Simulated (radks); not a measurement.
Results of a calculation; reference values are marked as such.
Species: Hf. Configuration: [Xe] 4f14 5d2 6s2.

Code: a radial shooting solver on a logarithmic mesh with Libxc functionals. Model: Dirac Kohn-Sham, PBEsol, spin-unpolarised, spherical densities, finite nucleus; open shells are shared between the two j in proportion to 2j + 1; Fermi nuclear charge, rms radius 5.347 fm.

Energy parts (Ry):
total: -30182.0873
kinetic: 33745.3277
electron-nucleus: -75164.4169
Hartree: 11847.0903
exchange-correlation: -610.0885

Orbitals (lengths in bohr, moments of r in powers of bohr; r(max) is where P^2 peaks):
orbital	occ.	eigenvalue (Ry)	<r^4>	<1/r>	r(max)
1s1/2	2	-4788.708	6.633e-07	83.75	0.01191
2s1/2	2	-818.5028	0.0001003	20.30	0.06828
2p1/2	2	-781.9640	0.00006072	20.28	0.05092
2p3/2	4	-694.4196	0.00008647	17.23	0.05755
3s1/2	2	-186.4717	0.003738	7.447	0.1925
3p1/2	2	-170.2265	0.003315	7.365	0.1804
3p3/2	4	-151.4683	0.004309	6.579	0.1941
3d3/2	4	-123.8848	0.002957	6.471	0.1524
3d5/2	6	-119.7920	0.003204	6.283	0.1562
4s1/2	2	-37.54080	0.08948	3.124	0.4379
4p1/2	2	-30.88073	0.09873	3.014	0.4383
4p3/2	4	-26.58180	0.1290	2.739	0.4674
4d3/2	4	-15.61755	0.1715	2.520	0.4660
4d5/2	6	-14.83021	0.1870	2.453	0.4753
5s1/2	2	-4.91422	3.146	1.182	1.016
5p1/2	2	-3.02712	5.211	1.048	1.099
5p3/2	4	-2.45406	7.389	0.9504	1.187
4f5/2	6	-1.30724	0.9297	1.934	0.4517
4f7/2	8	-1.17900	1.033	1.902	0.4569
6s1/2	2	-0.37714	292.2	0.3673	2.898
5d3/2	0.8	-0.22019	125.1	0.5554	1.658
5d5/2	1.2	-0.18702	159.1	0.5281	1.722

The highest occupied level is 5d5/2 at -2.544 eV. Summed over all electrons, <r^2> = 72.70 bohr^2, which gives a Langevin (diamagnetic) susceptibility term of -57.6 x 10^-6 cm^3/mol. The electron density at the nucleus is 1.207e+06 e/bohr^3. For comparison, the ionisation energy in NIST's Atomic Spectra Database is 6.825 eV (measured). In exact Kohn-Sham theory the highest level is minus the ionisation energy, but local and semilocal functionals leave it too shallow, through self-interaction and a potential that decays too fast; potentials with the right tail come closer. The density falls to 0.001 e/bohr^3 at r = 4.98 bohr.

Beside tabulated values, note that spin-unpolarised runs miss the spin-polarisation part of the exchange energy of open shells.
